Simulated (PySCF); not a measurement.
## Computed structure and properties of PbF4

System: PbF4 (singlet); start: template (Td). Method: PySCF 2.14.0, RKS PBE0, Pb def2-SVP with ECP60, F def2-SVP; non-relativistic Hamiltonian with scalar-relativistic core potentials where named; density fitting; no spin-orbit coupling.

Input of the relaxation:

```python
mol = gto.M(atom='''
Pb     0.00000    -0.00000     0.00000
F      1.07250     1.07250     1.07250
F     -1.07250    -1.07250     1.07250
F      1.07250    -1.07250    -1.07250
F     -1.07250     1.07250    -1.07250''',
    basis={'Pb': 'def2-SVP', 'F': 'def2-SVP'},
    ecp={'Pb': 'def2-SVP'},
    charge=0, spin=0)
mf = dft.RKS(mol, xc='PBE0')
mf.grids.atom_grid = (50, 194)
mf = mf.density_fit()  # fitting sets: Pb def2-universal-JKFIT, F def2-universal-JKFIT
mf.conv_tol = 1e-08; mf.max_cycle = 55
mf.kernel(dm0)  # dm0: converged density of the start geometry
# quasi-Newton relaxation in Cartesian coordinates to a largest gradient under 0.00045 Eh/bohr, steps kept in the point group
```

Run from Python with OMP_NUM_THREADS=2; the lines above give its settings. Where DIIS fails, smearing, a level shift and second-order steps follow.
It took 5.7 s on 2 threads of Arm Neoverse V2 (shared host), from the converged density of the start.

Course of the relaxation:

```json
{"step": "0", "energy above end (eV)": "1.3502", "largest force component within the symmetry (eV/Å)": "2.976"}
{"step": "1", "energy above end (eV)": "0.0003", "largest force component within the symmetry (eV/Å)": "0.030"}
{"step": "2", "energy above end (eV)": "0.0000", "largest force component within the symmetry (eV/Å)": "0.009"}
{"step": "3", "energy above end (eV)": "0.0000", "largest force component within the symmetry (eV/Å)": "0.000"}
```

Relaxed geometry (Td):

```xyz
5

Pb    0.0000    0.0000    0.0000
F     1.1572    1.1572    1.1572
F    -1.1572   -1.1572    1.1572
F     1.1572   -1.1572   -1.1572
F    -1.1572    1.1572   -1.1572
```

```csv
contact,Å
Pb1–F2 (F),2.004
Pb1–F3 (F),2.004
Pb1–F4 (F),2.004
Pb1–F5 (F),2.004
```

On the finer grid (75, 302):

* HOMO: -11.80 eV
* LUMO: -5.54 eV
* Dipole about the centre of mass: 0.00 D
* Set of Mulliken populations of Pb1 outside the core potential: s 3.08, p 7.09, d 10.31
* D3(BJ) dispersion energy (not in the energies): -0.060 eV

```
atom  Mulliken (e)  Löwdin (e)  spin (e)
 Pb1          1.52        1.08      0.00
  F2         -0.38       -0.27      0.00
  F3         -0.38       -0.27      0.00
  F4         -0.38       -0.27      0.00
  F5         -0.38       -0.27      0.00
```

On the grid (50, 194), as all that follows. Harmonic modes: a minimum; lowest 129 cm⁻¹ (negative: unstable), highest 618 cm⁻¹, zero-point energy 0.198 eV.

Taking off one F (charge -1, singlet; the rest: singlet) in vacuum, both parts rigid, costs 13.04 eV; the small basis without counterpoise inflates it. Most of it is the attraction of opposite charges; other ways to part are cheaper, and one spin state was tried for the rest.

Rigid scan of F along the line from its metal:

distance to F2 (Å), energy (eV) and a bar:
```
     1.70      1.768 #############
     1.80      0.658 #####
     1.90      0.142 #
     2.00      0.000 
     2.10      0.100 #
     2.20      0.340 ##
     2.40      1.018 #######
     2.70      2.091 ###############
     3.10      3.220 #######################
     3.60      4.119 ##############################
```

One start shape was tried, so this needn't be the lowest isomer.
